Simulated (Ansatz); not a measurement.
## Molecular dynamics, step by step

SiAsH$_{7}$O$_{2}$, closed shell, PBE0-D4/def2-SVP (Ansatz 0.2.0). Settings (timestep in fs, temperature in K, friction in 1/fs; T counts 33 degrees of freedom, while the starting velocities carry no drift of the centre of mass, so T starts below the set value):

```yaml
hamiltonian: {xc: pbe0, dispersion: d4}
md: {n_steps: 80, timestep: 0.5, temperature: 100, ensemble: nvt_langevin, seed: 56, friction: 0.002, initial_velocities: maxwell_boltzmann}
```

Start, the saddle point found with PBE0-D4 in triple zeta (not stationary at another level):

```xyz
11
angstrom
Si 0.2772 -0.4369 -0.9872
O 1.0015 -0.7721 0.6604
H 1.1987 -1.4247 -1.6173
H -1.0728 -1.0190 -1.1594
O 0.7413 0.9233 -1.7620
H 0.2795 -0.2639 1.2114
As -1.2378 1.2066 0.7564
H 1.2451 -1.6759 0.9189
H 0.2539 1.7101 -1.4984
H -2.1291 0.1616 1.4099
H -0.5575 1.5908 2.0673
```

| step | time (fs) | potential energy less the start (meV) | kinetic energy (meV) | T (K) |
| --- | --- | --- | --- | --- |
| 0 | 0.00 | 0.0 | 129.3 | 91 |
| 5 | 2.50 | 21.5 | 104.0 | 73 |
| 10 | 5.00 | 38.7 | 84.6 | 60 |
| 15 | 7.50 | 56.4 | 73.6 | 52 |
| 20 | 10.00 | 79.3 | 51.0 | 36 |
| 25 | 12.50 | 72.5 | 60.4 | 43 |
| 30 | 15.00 | 57.5 | 74.2 | 52 |
| 35 | 17.50 | 41.8 | 87.0 | 61 |
| 40 | 20.00 | 34.9 | 94.8 | 67 |
| 45 | 22.50 | 22.4 | 111.2 | 78 |
| 50 | 25.00 | 28.2 | 104.3 | 73 |
| 55 | 27.50 | 29.1 | 107.6 | 76 |
| 60 | 30.00 | 15.7 | 131.6 | 93 |
| 65 | 32.50 | 34.9 | 114.2 | 80 |
| 70 | 35.00 | 22.2 | 125.5 | 88 |
| 75 | 37.50 | 9.2 | 134.8 | 95 |
| 80 | 40.00 | 2.5 | 149.7 | 105 |

Step 5, positions (Å) and forces (eV/Å):

```tsv
atom	x	y	z	Fx	Fy	Fz
Si1	0.276	-0.441	-0.987	0.362	0.079	-0.319
O2	0.990	-0.772	0.657	0.143	0.455	0.111
H3	1.210	-1.448	-1.632	-0.139	0.214	0.189
H4	-1.042	-1.046	-1.140	-0.533	-0.184	-0.102
O5	0.750	0.932	-1.763	0.302	-0.274	-0.258
H6	0.317	-0.255	1.249	-0.103	0.030	-0.060
As7	-1.238	1.206	0.757	-0.005	0.033	0.138
H8	1.257	-1.663	0.899	0.242	-0.666	0.278
H9	0.256	1.717	-1.528	-0.260	0.333	0.179
H10	-2.117	0.141	1.413	0.046	0.053	-0.011
H11	-0.552	1.607	2.074	-0.055	-0.073	-0.145
```

Step 50, positions (Å) and forces (eV/Å):

| atom | x | y | z | Fx | Fy | Fz |
| --- | --- | --- | --- | --- | --- | --- |
| Si1 | 0.262 | -0.423 | -1.015 | -0.587 | -0.273 | 0.378 |
| O2 | 0.947 | -0.802 | 0.694 | 0.430 | -0.495 | 0.292 |
| H3 | 1.253 | -1.387 | -1.545 | 0.085 | -0.298 | -0.214 |
| H4 | -1.110 | -1.025 | -1.283 | 0.496 | 0.161 | 0.047 |
| O5 | 0.795 | 0.937 | -1.772 | -0.315 | 0.585 | -0.054 |
| H6 | 0.301 | -0.292 | 1.267 | -0.048 | 0.102 | 0.349 |
| As7 | -1.250 | 1.199 | 0.761 | -0.153 | -0.097 | -0.299 |
| H8 | 1.434 | -1.570 | 1.074 | -0.299 | 0.362 | -0.352 |
| H9 | 0.228 | 1.685 | -1.521 | 0.276 | -0.064 | -0.149 |
| H10 | -1.960 | 0.056 | 1.484 | -0.059 | 0.003 | -0.050 |
| H11 | -0.465 | 1.571 | 2.012 | 0.173 | 0.014 | 0.052 |

Step 65, positions (Å) and forces (eV/Å):

| atom | x | y | z | Fx | Fy | Fz |
| --- | --- | --- | --- | --- | --- | --- |
| Si1 | 0.254 | -0.410 | -1.021 | 0.127 | -0.279 | 0.494 |
| O2 | 0.945 | -0.811 | 0.729 | 0.376 | -0.646 | 0.205 |
| H3 | 1.226 | -1.433 | -1.590 | -0.236 | 0.215 | 0.261 |
| H4 | -1.076 | -0.894 | -1.397 | -0.428 | -0.417 | -0.013 |
| O5 | 0.792 | 0.935 | -1.777 | 0.085 | 1.255 | -0.138 |
| H6 | 0.289 | -0.359 | 1.334 | 0.166 | 0.010 | 0.102 |
| As7 | -1.254 | 1.195 | 0.758 | 0.136 | -0.083 | -0.229 |
| H8 | 1.483 | -1.559 | 1.097 | -0.472 | 0.526 | -0.420 |
| H9 | 0.304 | 1.736 | -1.502 | 0.326 | -0.516 | -0.224 |
| H10 | -1.964 | 0.041 | 1.466 | 0.002 | 0.033 | 0.038 |
| H11 | -0.353 | 1.509 | 1.967 | -0.083 | -0.097 | -0.075 |

Last step (80):

```json
{"atom": "Si1", "x (Å)": "0.2407", "y (Å)": "-0.4019", "z (Å)": "-1.0207"}
{"atom": "O2", "x (Å)": "0.9442", "y (Å)": "-0.8232", "z (Å)": "0.7619"}
{"atom": "H3", "x (Å)": "1.1561", "y (Å)": "-1.4386", "z (Å)": "-1.5394"}
{"atom": "H4", "x (Å)": "-1.1188", "y (Å)": "-0.9214", "z (Å)": "-1.4796"}
{"atom": "O5", "x (Å)": "0.7980", "y (Å)": "0.9542", "z (Å)": "-1.7860"}
{"atom": "H6", "x (Å)": "0.3548", "y (Å)": "-0.4196", "z (Å)": "1.4464"}
{"atom": "As7", "x (Å)": "-1.2574", "y (Å)": "1.1881", "z (Å)": "0.7534"}
{"atom": "H8", "x (Å)": "1.5116", "y (Å)": "-1.5643", "z (Å)": "1.0492"}
{"atom": "H9", "x (Å)": "0.3895", "y (Å)": "1.7973", "z (Å)": "-1.4919"}
{"atom": "H10", "x (Å)": "-1.9696", "y (Å)": "0.0288", "z (Å)": "1.4613"}
{"atom": "H11", "x (Å)": "-0.2562", "y (Å)": "1.3790", "z (Å)": "1.8991"}
```

Hardware: 8 CPU threads of an Arm Neoverse V1, shared host. Wall time about 75 s.
